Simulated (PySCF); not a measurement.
**Radial density of B (boron, neutral)**

M06, [He] 2s1 2p2, 2s spin antiparallel (an excited configuration). Computed with PySCF 2.14 in aug-cc-pVQZ (6s5p4d3f2g, 80 functions), with the non-relativistic Hamiltonian (point nucleus).

```json
{"r (bohr)": "0.00493", "4πr²ρ (e/bohr)": "0.02049", "4πr²(ρα − ρβ)": "-0.0006"}
{"r (bohr)": "0.00829", "4πr²ρ (e/bohr)": "0.05597", "4πr²(ρα − ρβ)": "-0.0015"}
{"r (bohr)": "0.0140", "4πr²ρ (e/bohr)": "0.1498", "4πr²(ρα − ρβ)": "-0.0040"}
{"r (bohr)": "0.0235", "4πr²ρ (e/bohr)": "0.3852", "4πr²(ρα − ρβ)": "-0.0103"}
{"r (bohr)": "0.0395", "4πr²ρ (e/bohr)": "0.9302", "4πr²(ρα − ρβ)": "-0.0245"}
{"r (bohr)": "0.0664", "4πr²ρ (e/bohr)": "2.016", "4πr²(ρα − ρβ)": "-0.0516"}
{"r (bohr)": "0.112", "4πr²ρ (e/bohr)": "3.662", "4πr²(ρα − ρβ)": "-0.0867"}
{"r (bohr)": "0.188", "4πr²ρ (e/bohr)": "4.976", "4πr²(ρα − ρβ)": "-0.0888"}
{"r (bohr)": "0.316", "4πr²ρ (e/bohr)": "4.237", "4πr²(ρα − ρβ)": "0.0194"}
{"r (bohr)": "0.531", "4πr²ρ (e/bohr)": "1.871", "4πr²(ρα − ρβ)": "0.2228"}
{"r (bohr)": "0.894", "4πr²ρ (e/bohr)": "1.020", "4πr²(ρα − ρβ)": "0.3132"}
{"r (bohr)": "1.50", "4πr²ρ (e/bohr)": "1.368", "4πr²(ρα − ρβ)": "0.2889"}
{"r (bohr)": "2.53", "4πr²ρ (e/bohr)": "0.8333", "4πr²(ρα − ρβ)": "0.2668"}
{"r (bohr)": "4.25", "4πr²ρ (e/bohr)": "0.1482", "4πr²(ρα − ρβ)": "0.0927"}
{"r (bohr)": "7.15", "4πr²ρ (e/bohr)": "0.006101", "4πr²(ρα − ρβ)": "0.0056"}
{"r (bohr)": "12.0", "4πr²ρ (e/bohr)": "5.394e-05", "4πr²(ρα − ρβ)": "0.0001"}
```

With the s spin flipped the determinant is a mixture of two multiplicities, not a spectroscopic state.
